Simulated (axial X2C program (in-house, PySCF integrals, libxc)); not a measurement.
## TaN⁺: from the spin-free to the two-component result

All values were computed with an in-house all-electron X2C program for linear molecules (integrals from PySCF). Spin-free means the one-electron spin-free X2C Hamiltonian; two-component (2c) means X2C with spin–orbit coupling and atomic mean-field two-electron Coulomb and Gaunt terms, so the difference of the two also holds small scalar two-electron terms. Basis: Ta dyall-cv3z [13s14p9d7f4g], N dyall-av3z [7s7p3d2f] (cores contracted in-house); Gaussian nuclei, density fitting, unrestricted open shells. Masses: Ta 180.948 u, N 14.003 u.

Spin-free state: M_S = 1/2, Λ = 0 (beyond evenly filled blocks: σα); fragments Ta+ + N.

| level | Re (Å) | ωe (cm⁻¹) | De (eV) | μ (D) |
| --- | --- | --- | --- | --- |
| PBE0 | 1.640 | 1166.9 | 5.350 | -3.84 |

Dipoles are positive if N is the positive end and refer to the centre of mass.

Two-component determinant lowest at the distance of the search:

Ω = 1/2 (⟨Sz⟩ = 0.50, ⟨Lz⟩ = 0.00 at PBE0); fragments Ta+ + N.

| level | Re (Å) | ωe (cm⁻¹) | μ (D) |
| --- | --- | --- | --- |
| PBE0 | 1.639 | 1162.8 | -3.81 |

Task: From the two tables, how do the constants change at the PBE0 level (2c against spin-free)?

Result: At the PBE0 level Re is unchanged within 0.001 Å and ωe decreases by 4.1 cm⁻¹.

The state is one determinant whose occupation by symmetry is held fixed; it was picked as the lowest of a PBE0 search that is not exhaustive. De is counted from the lowest determinant-based energies of the atoms at the same level, without counterpoise correction. De is not given where an atomic determinant may have missed its ground term or J level, or where the truncated virtual space spoils (T). Density functionals use the spin component along the axis (collinear). PBE0 can misorder states that lie within some tenths of an eV, so this need not be the ground state of the molecule. The nearest other spin-free determinant of the search, M_S = 1/2, Λ = 2, lies 0.28 eV up at the distance of the search. The functionals have no current-density term, which raises determinants with orbital currents, atoms included. The determinant is spin-polarised beyond a pure state at some levels (its spin-free form has ⟨S²⟩ too high), which makes Re and μ there less reliable.
